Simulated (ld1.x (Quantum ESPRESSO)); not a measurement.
Reading a pseudo-wave (B (Z = 5))

Columns: radius, all-electron u(r) and pseudo u(r) of the 2p shell (level -25.49 eV) of boron in the configuration [He] 2s1 2p0; PBE, scalar-relativistic, PAW scheme, ld1.x (Quantum ESPRESSO) 7.5.

| r (bohr) | all-electron | pseudo |
| --- | --- | --- |
| 0.123 | 0.0578 | 0.0121 |
| 0.245 | 0.1752 | 0.0471 |
| 0.368 | 0.3075 | 0.1030 |
| 0.490 | 0.4309 | 0.1746 |
| 0.613 | 0.5380 | 0.2578 |
| 0.735 | 0.6230 | 0.3455 |
| 0.858 | 0.6867 | 0.4329 |
| 0.980 | 0.7310 | 0.5130 |
| 1.103 | 0.7588 | 0.5822 |
| 1.225 | 0.7704 | 0.6358 |
| 1.348 | 0.7677 | 0.6725 |
| 1.470 | 0.7530 | 0.6911 |
| 1.593 | 0.7287 | 0.6927 |
| 1.715 | 0.6973 | 0.6792 |
| 1.838 | 0.6606 | 0.6535 |
| 1.960 | 0.6210 | 0.6193 |
| 2.083 | 0.5794 | 0.5796 |
| 2.205 | 0.5376 | 0.5380 |
| 2.328 | 0.4960 | 0.4960 |
| 2.450 | 0.4557 | 0.4557 |
| 2.573 | 0.4166 | 0.4166 |
| 2.695 | 0.3797 | 0.3797 |
| 2.818 | 0.3446 | 0.3446 |
| 2.940 | 0.3120 | 0.3120 |
| 3.063 | 0.2813 | 0.2813 |
| 3.185 | 0.2532 | 0.2532 |

Question: How many radial nodes do the two functions have?

Answer: The all-electron 2p function has n − l − 1 = 0; the pseudo-wave has 0.

Question: At about which radius was the pseudo-wave matched?

Answer: 2.45 bohr. The columns agree to 0.0005 from 2.08 bohr on; several derivatives are matched, so the curves merge somewhat inside the radius.

Question: Where does each function peak?

Answer: Outermost all-electron maximum near 1.23 bohr, pseudo maximum near 1.59 bohr (to the table’s step).

Question: Is the pseudo-wave norm-conserving?

Answer: No, it belongs to a PAW set: the norm inside the radius is not constrained, and the difference is carried by the augmentation charge.
